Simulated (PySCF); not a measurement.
C₇H₁₁ (doublet state).
Structure used (GFN2-xTB), in Å, numbered top down from 1:
```xyz
18
C7H11 angstrom
C      2.2969   -0.3503   -0.6335
C      0.8654   -0.1549   -0.3170
C     -0.1322   -1.2612   -0.2957
C     -1.4534   -0.5721   -0.0267
C     -1.8369    0.5013   -1.0003
C     -1.1848    0.8704    0.2981
C      0.3088    1.1114    0.2362
H      2.8616   -0.7109    0.2372
H      2.7535    0.5871   -0.9488
H      2.4240   -1.0899   -1.4246
H     -0.1411   -1.8241   -1.2375
H      0.0863   -1.9917    0.4986
H     -2.2293   -1.1360    0.4708
H     -2.8857    0.7242   -1.1259
H     -1.2546    0.5960   -1.9048
H     -1.7556    1.4044    1.0438
H      0.5637    1.9778   -0.3870
H      0.7049    1.3251    1.2408
```

The hyperfine couplings belong to this conformer and change with its torsions.

As a line formula: `C[C]1C[C@@H]2C[C@@H]2C1` [radical].

Method: PySCF, UKS B3LYP, pcH-1 on C H, non-relativistic, mean-field spin-orbit, GIAO. The structure is a single GFN2-xTB conformer in the gas phase; no vibrational or solvent corrections. The geometry wasn't refined by DFT: couplings that depend on bond lengths, twists or pyramidal angles can differ widely from those at the functional's own minimum. No stability test was run, so a lower SCF solution isn't excluded.

Task: Where do the isotropic ENDOR lines of H12/H18, H11/H17, H8/H9/H10, H13/H16, H14 and H15 fall at 345.5 mT, to first order?

Result: ν± = |νn ± a/2|, one line for each electron-spin manifold; νn = |g_N| × 7.62259 MHz/T × B.

| nuclei | isotope | g_N | νn (MHz) | a_iso (MHz) | lower line (MHz) | upper line (MHz) |
| --- | --- | --- | --- | --- | --- | --- |
| H12/H18 | 1H | 5.5857 | 14.71 | 121.64 | 46.11 | 75.53 |
| H11/H17 | 1H | 5.5857 | 14.71 | 76.59 | 23.58 | 53.00 |
| H8/H9/H10 | 1H | 5.5857 | 14.71 | 67.43 | 19.00 | 48.42 |
| H13/H16 | 1H | 5.5857 | 14.71 | -1.81 | 13.81 | 15.61 |
| H14 | 1H | 5.5857 | 14.71 | 1.31 | 14.06 | 15.36 |
| H15 | 1H | 5.5857 | 14.71 | 1.04 | 14.19 | 15.23 |

Task: Which pairs are centred on the nuclear Larmor frequency, and which on half the coupling?

Result: Centred on νn, since |a| < 2νn: H13/H16, H14 and H15. Centred on |a|/2 and split by 2νn: H12/H18, H11/H17 and H8/H9/H10.

Task: At what field would the lower line of H11/H17 fall to zero frequency?

Result: Where νn = |a|/2, that is B = 38.29 MHz/(5.5857 × 7.62259 MHz/T) = 899 mT, as far as first order holds there.

Class means assume fast exchange of nuclei equivalent by connectivity; if that motion is slow, each nucleus keeps its own coupling. The three 1H nuclei of mean +67.4 MHz run from 28.6 to 133.0 MHz in the frozen geometry.
